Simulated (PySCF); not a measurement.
Bonds (- single, = double, # triple, : aromatic): C1#C2 1.234 Å, C2-P3 1.754 Å, P3-C4 1.910 Å, C4-Si5 1.864 Å. C1 carries H6; C4 carries H7, H8; Si5 carries H9, H10, H11. Formal charges: P3 -1.

Total charge -1.

Geometry: PBE0-D3(BJ)/def2-SVP; GIAO shifts from PySCF 2.14, gas phase, non-relativistic, averaged over equivalent atoms.

At PBE0/pcSseg-1 (129 basis functions, 11 s wall time on 1 thread of an Arm Neoverse V2, shared host):
| atoms | δ (ppm) |
| --- | --- |
| C2 | 119.0 |
| C1 | 95.7 |
| C4 | -0.5 |
| P3 | -139.2 |
| Si5 | -100.9 |
| H9/H10/H11 | 3.91 |
| H6 | 3.77 |
| H7/H8 | 0.16 |

References, each an isolated molecule treated in the same way: TMS for 13C (σ = 184.41 ppm) and 29Si (σ = 351.99 ppm) and 1H (σ = 31.27 ppm); 31P (σ = 310.13 ppm) vs H3PO4.

Question: What do these become at KT2/pcSseg-2?

Answer: 
| atoms | δ at KT2/pcSseg-2 | change |
| --- | --- | --- |
| C2 | 116.5 | -2.5 |
| C1 | 90.5 | -5.2 |
| C4 | 6.0 | +6.5 |
| P3 | -108.1 | +31.1 |
| Si5 | -111.5 | -10.6 |
| H9/H10/H11 | 4.25 | +0.34 |
| H6 | 4.66 | +0.89 |
| H7/H8 | 0.73 | +0.57 |

Referencing at the same level of theory: 13C (182.28 ppm), 29Si (350.99 ppm), 1H (31.18 ppm) vs TMS; H3PO4 for 31P (313.10 ppm).

The largest change is at P3 (phosphorus bonded to 2 C). Cost: 278 basis functions, 40 s wall time on 1 thread of an Arm Neoverse V2, shared host. The order of the carbon signals is the same at both levels.

Experimental scales use liquid or dissolved standards, which lie at an offset from isolated H3PO4.
